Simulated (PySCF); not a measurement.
PySCF job for C₄H₇FSi, SMILES [C@@H]1(F)C=C[Si@@H]1C, TDA-PBE/def2-SVPD. Geometry: B3LYP-D3(BJ)/def2-SVP. The structure was generated by enumeration; whether it is a known compound was not checked.

```python
import numpy as np
from pyscf import gto, scf, dft, tdscf

mol = gto.M(
    atom='''
    C     2.15526390    0.19385255   -0.09186631
    Si    0.53233853   -0.64792485   -0.50998858
    C    -0.47879985   -1.31862538    0.92211385
    C    -1.37750192   -0.31196597    0.82920742
    C    -1.00769824    0.51948243   -0.38303983
    F    -0.76025977    1.85727981   -0.08013391
    H     2.55395268    0.72516691   -0.97134388
    H     1.99549683    0.92758796    0.71266704
    H     2.91361928   -0.53422987    0.23838827
    H     0.68707002   -1.50787707   -1.72441820
    H    -0.49937720   -2.13666998    1.64634113
    H    -2.23829001   -0.10677006    1.48224324
    H    -1.77045621    0.49175986   -1.18132281
    ''',
    basis='def2-SVPD',
    charge=0,
    spin=0,
    max_memory=1600,
    verbose=4,
)
mf = dft.RKS(mol, xc='pbe').density_fit(auxbasis='def2-universal-jkfit')
mf.grids.level = 3
mf.conv_tol = 1e-9
mf.max_cycle = 100
mf.kernel()
mf.grids = dft.Grids(mol).set(level=1).build(with_non0tab=True)  # coarser grid for the response kernel
td = tdscf.TDA(mf)
td.singlet = True
td.nstates = 10
td.conv_tol = 1e-4
td.positive_eig_threshold = 1e-6
td.kernel(x0=td.get_init_guess(mf, 15))
td.analyze()
tt = tdscf.TDA(mf)
tt.singlet = False
tt.nstates = 4
tt.conv_tol = 1e-4
tt.positive_eig_threshold = 1e-6
tt.kernel(x0=tt.get_init_guess(mf, 9))
tt.analyze(verbose=3)
```

Log of the run:

```
PySCF version 2.14.0

[INPUT] verbose = 4
[INPUT] num. atoms = 13
[INPUT] num. electrons = 54
[INPUT] charge = 0
[INPUT] spin (= nelec alpha-beta = 2S) = 0
[INPUT] symmetry False subgroup None
[INPUT] Mole.unit = angstrom
[INPUT] Symbol           X                Y                Z      unit          X                Y                Z       unit  Magmom
[INPUT]  1 C      2.155263900000   0.193852550000  -0.091866310000 AA    4.072858497162   0.366328228049  -0.173602165974 Bohr   0.0
[INPUT]  2 Si     0.532338530000  -0.647924850000  -0.509988580000 AA    1.005974027254  -1.224400515800  -0.963738742856 Bohr   0.0
[INPUT]  3 C     -0.478799850000  -1.318625380000   0.922113850000 AA   -0.904800584983  -2.491840829101   1.742542632168 Bohr   0.0
[INPUT]  4 C     -1.377501920000  -0.311965970000   0.829207420000 AA   -2.603101364863  -0.589530243484   1.566974924257 Bohr   0.0
[INPUT]  5 C     -1.007698240000   0.519482430000  -0.383039830000 AA   -1.904273689806   0.981679519224  -0.723840373500 Bohr   0.0
[INPUT]  6 F     -0.760259770000   1.857279810000  -0.080133910000 AA   -1.436682748825   3.509750177584  -0.151431143191 Bohr   0.0
[INPUT]  7 H      2.553952680000   0.725166910000  -0.971343880000 AA    4.826271100299   1.370366854497  -1.835573905972 Bohr   0.0
[INPUT]  8 H      1.995496830000   0.927587960000   0.712667040000 AA    3.770942491138   1.752887200844   1.346745523604 Bohr   0.0
[INPUT]  9 H      2.913619280000  -0.534229870000   0.238388270000 AA    5.505942470452  -1.009548141862   0.450488541609 Bohr   0.0
[INPUT] 10 H      0.687070020000  -1.507877070000  -1.724418200000 AA    1.298374166199  -2.849474691812  -3.258678122215 Bohr   0.0
[INPUT] 11 H     -0.499377200000  -2.136669980000   1.646341130000 AA   -0.943686140852  -4.037721080780   3.111133843307 Bohr   0.0
[INPUT] 12 H     -2.238290010000  -0.106770060000   1.482243240000 AA   -4.229755106250  -0.201766171703   2.801033773588 Bohr   0.0
[INPUT] 13 H     -1.770456210000   0.491759860000  -1.181322810000 AA   -3.345677352435   0.929291454454  -2.232376575602 Bohr   0.0

nuclear repulsion = 287.976736001405
number of shells = 79
number of NR pGTOs = 265
number of NR cGTOs = 183
basis = def2-SVPD
ecp = {}


******** <class 'pyscf.df.df_jk.DFRKS'> ********
method = DFRKS
initial guess = minao
damping factor = 0
level_shift factor = 0
DIIS = <class 'pyscf.scf.diis.CDIIS'>
diis_start_cycle = 1
diis_space = 8
diis_damp = 0
SCF conv_tol = 1e-09
SCF conv_tol_grad = None
SCF max_cycles = 100
direct_scf = False
XC library pyscf.dft.libxc version 7.1.2
    S. Lehtola, C. Steigemann, M. J. T. Oliveira, and M. A. L. Marques,  SoftwareX 7, 1–5 (2018)
XC functionals = pbe
    J. P. Perdew, K. Burke, and M. Ernzerhof,  Phys. Rev. Lett. 77, 3865 (1996)
    J. P. Perdew, K. Burke, and M. Ernzerhof,  Phys. Rev. Lett. 78, 1396 (1997)
    J. P. Perdew, K. Burke, and M. Ernzerhof,  Phys. Rev. Lett. 77, 3865 (1996)
    J. P. Perdew, K. Burke, and M. Ernzerhof,  Phys. Rev. Lett. 78, 1396 (1997)
radial grids:
    Treutler-Ahlrichs [JCP 102, 346 (1995); DOI:10.1063/1.469408] (M4) radial grids

becke partition: Becke, JCP 88, 2547 (1988); DOI:10.1063/1.454033
pruning grids: <function nwchem_prune>
grids dens level: 3
symmetrized grids: False
atomic radii adjust function: <function treutler_atomic_radii_adjust>
small_rho_cutoff = 0
Set gradient conv threshold to 3.16228e-05
Initial guess from minao.
tot grids = 158576
init E= -545.5364769044
  HOMO = -0.304880868324835  LUMO = -0.119108738407924  gap/eV = 5.05512
cycle= 1 E= -545.117528731924  delta_E= 0.419  |g|= 0.616  |ddm|= 4.99
  HOMO = -0.172329504823372  LUMO = -0.00152126950478637  gap/eV = 4.64793
cycle= 2 E= -544.952852533073  delta_E= 0.165  |g|= 1.05  |ddm|= 1.81
  HOMO = -0.233281108144864  LUMO = -0.0560301138082346  gap/eV = 4.82325
cycle= 3 E= -545.205853152008  delta_E= -0.253  |g|= 0.151  |ddm|= 1.16
  HOMO = -0.239007953420777  LUMO = -0.0635056172222956  gap/eV = 4.77566
cycle= 4 E= -545.209971545427  delta_E= -0.00412  |g|= 0.0623  |ddm|= 0.222
  HOMO = -0.237270584331982  LUMO = -0.0599596296500269  gap/eV = 4.82488
cycle= 5 E= -545.210783903514  delta_E= -0.000812  |g|= 0.024  |ddm|= 0.11
  HOMO = -0.238061760767458  LUMO = -0.0598925611659178  gap/eV = 4.84823
cycle= 6 E= -545.210923611947  delta_E= -0.00014  |g|= 0.00953  |ddm|= 0.0402
  HOMO = -0.237850864394056  LUMO = -0.0602830484586079  gap/eV = 4.83187
cycle= 7 E= -545.210947731867  delta_E= -2.41e-05  |g|= 0.00165  |ddm|= 0.0142
  HOMO = -0.237795998786341  LUMO = -0.060200717268815  gap/eV = 4.83261
cycle= 8 E= -545.210948469224  delta_E= -7.37e-07  |g|= 0.000308  |ddm|= 0.00317
  HOMO = -0.237827649954628  LUMO = -0.0602282067725191  gap/eV = 4.83273
cycle= 9 E= -545.210948488912  delta_E= -1.97e-08  |g|= 0.000167  |ddm|= 0.000664
  HOMO = -0.237817684181906  LUMO = -0.0602189800394091  gap/eV = 4.83271
cycle= 10 E= -545.210948496582  delta_E= -7.67e-09  |g|= 1.81e-05  |ddm|= 0.000253
  HOMO = -0.237819505363189  LUMO = -0.0602221985489124  gap/eV = 4.83267
cycle= 11 E= -545.210948496657  delta_E= -7.5e-11  |g|= 1.33e-05  |ddm|= 6.97e-05
  HOMO = -0.237818190505704  LUMO = -0.0602193878317636  gap/eV = 4.83271
Extra cycle  E= -545.210948496594  delta_E= 6.21e-11  |g|= 2.11e-05  |ddm|= 5.28e-05
converged SCF energy = -545.210948496594
tot grids = 49736
Overwritten attributes  positive_eig_threshold  of <class 'pyscf.tdscf.rks.TDA'>


******** <class 'pyscf.tdscf.rks.TDA'> for <class 'pyscf.df.df_jk.DFRKS'> ********
nstates = 10 singlet
deg_eia_thresh = 1.000e-03
wfnsym = None
conv_tol = 0.0001
eigh lindep = 1e-12
eigh level_shift = 0
eigh max_cycle = 100


Excitation energies (eV)
[4.96880316 5.80286584 6.21740753 6.40004032 6.53741573 6.6991791
 6.87056824 6.92521356 7.10218333 7.17726736]

** Singlet excitation energies and oscillator strengths **
Excited State   1:      4.96880 eV    249.53 nm  f=0.0039
      26 -> 28        0.19060
      27 -> 28        0.67731
Excited State   2:      5.80287 eV    213.66 nm  f=0.0046
      25 -> 28        0.69172
      26 -> 28       -0.10338
Excited State   3:      6.21741 eV    199.41 nm  f=0.0183
      23 -> 28       -0.26069
      24 -> 28        0.35131
      26 -> 28        0.45970
      27 -> 29       -0.26222
Excited State   4:      6.40004 eV    193.72 nm  f=0.0267
      24 -> 28        0.22859
      27 -> 29        0.59435
      27 -> 30        0.22904
Excited State   5:      6.53742 eV    189.65 nm  f=0.0139
      24 -> 28       -0.11512
      27 -> 29       -0.17712
      27 -> 30        0.65408
Excited State   6:      6.69918 eV    185.07 nm  f=0.0083
      23 -> 28       -0.49813
      24 -> 28       -0.46133
      26 -> 28        0.11170
Excited State   7:      6.87057 eV    180.46 nm  f=0.0047
      24 -> 28        0.10855
      25 -> 29       -0.14928
      26 -> 29        0.67002
Excited State   8:      6.92521 eV    179.03 nm  f=0.0173
      27 -> 31        0.69938
Excited State   9:      7.10218 eV    174.57 nm  f=0.0126
      25 -> 29       -0.52766
      25 -> 30       -0.19208
      26 -> 30        0.34589
      27 -> 33       -0.14747
Excited State  10:      7.17727 eV    172.75 nm  f=0.0835
      25 -> 29       -0.16754
      25 -> 30       -0.34377
      26 -> 28       -0.10156
      26 -> 30       -0.54711

** Transition electric dipole moments (AU) **
state          X           Y           Z        Dip. S.      Osc.
  1         0.0384     -0.1528      0.0837      0.0318      0.0039
  2         0.1417      0.0276      0.1065      0.0322      0.0046
  3        -0.3332      0.0726      0.0624      0.1202      0.0183
  4        -0.3977      0.1071     -0.0273      0.1704      0.0267
  5         0.2298     -0.1155     -0.1442      0.0869      0.0139
  6        -0.1636      0.1519      0.0263      0.0505      0.0083
  7         0.0149     -0.0765      0.1483      0.0281      0.0047
  8         0.1262      0.0484     -0.2898      0.1022      0.0173
  9         0.1561     -0.1901     -0.1098      0.0726      0.0126
 10         0.6339      0.1845     -0.1968      0.4746      0.0835

** Transition velocity dipole moments (imaginary part, AU) **
state          X           Y           Z        Dip. S.      Osc.
  1        -0.0147      0.0191      0.0018      0.0006      0.0021
  2        -0.0134     -0.0194     -0.0383      0.0020      0.0063
  3        -0.0064     -0.0244     -0.0098      0.0007      0.0021
  4        -0.0454     -0.0072     -0.0149      0.0023      0.0066
  5         0.0546      0.0002     -0.0124      0.0031      0.0087
  6        -0.0065      0.0018      0.0101      0.0001      0.0004
  7         0.0171     -0.0042      0.0484      0.0027      0.0070
  8         0.0262      0.0068     -0.0464      0.0029      0.0075
  9         0.0091     -0.0130     -0.0209      0.0007      0.0018
 10         0.0937      0.0451     -0.0231      0.0113      0.0287

** Transition magnetic dipole moments (imaginary part, AU) **
state          X           Y           Z
  1        -0.1039     -0.3683     -0.1541
  2        -0.3011      0.5186     -0.3863
  3         0.5697      0.5155      0.5588
  4        -0.4517     -0.7147     -0.0194
  5         0.5316      0.3112      0.0565
  6         0.0057      0.2477     -0.4946
  7         0.0032     -0.5195     -0.5230
  8         0.1867     -0.3371      0.0108
  9        -0.5339     -0.2921     -0.4677
 10        -0.2896      0.1373     -0.3242


******** <class 'pyscf.tdscf.rks.TDA'> for <class 'pyscf.df.df_jk.DFRKS'> ********
nstates = 4 triplet
deg_eia_thresh = 1.000e-03
wfnsym = None
conv_tol = 0.0001
eigh lindep = 1e-12
eigh level_shift = 0
eigh max_cycle = 100


Excitation energies (eV)
[4.31745779 4.89017296 5.27040797 5.96063172]

** Triplet excitation energies and oscillator strengths **
Excited State   1:      4.31746 eV    287.17 nm  f=0.0000
Excited State   2:      4.89017 eV    253.54 nm  f=0.0000
Excited State   3:      5.27041 eV    235.25 nm  f=0.0000
Excited State   4:      5.96063 eV    208.01 nm  f=0.0000
```

Self-consistency was reached.

Cost: around 90 core-seconds (rough).
